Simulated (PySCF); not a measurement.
**Ionising MgTl**

ROHF-CCSD; basis Mg cc-pVDZ, Tl cc-pVDZ-PP with ECP60; scalar-relativistic core potentials; PySCF 2.14. Neutral (ROHF): doublet (π ↑), Re = 3.162 Å, ωe = 106 cm⁻¹, De = 0.18 eV.

MgTl⁺ (RHF): singlet (closed shell), Re = 3.384 Å, ωe = 117 cm⁻¹. The energies at the minima are -371.22912 hartree for MgTl and -371.05025 for MgTl⁺.

(1) Work out the adiabatic ionisation energy, without and with harmonic zero-point energies (1 hartree = 27.2114 eV, 1 eV = 8065.5 cm⁻¹), and the change of the bond length.

Correlated steps freeze 5 core orbitals. Weak bonds: MgTl. Basis-set superposition, not corrected here, can be much of De in a small basis, most of all at correlated wavefunction levels. Spin–orbit coupling is left out, which matters for elements this heavy, above all for dissociation energies. States were picked by a PBE0 search and need not be the measured ground states.

## Answers

(1) At CCSD: 0.17887 hartree = 4.867 eV between the minima; the zero-point term (117.0 − 106.0)/2 cm⁻¹ = +0.001 eV makes it 4.868 eV. Re changes by +22.2 pm against the neutral. The electron leaves a π orbital, and the longer bond of the ion fits a bonding orbital, or a change in how ionic the bond is.
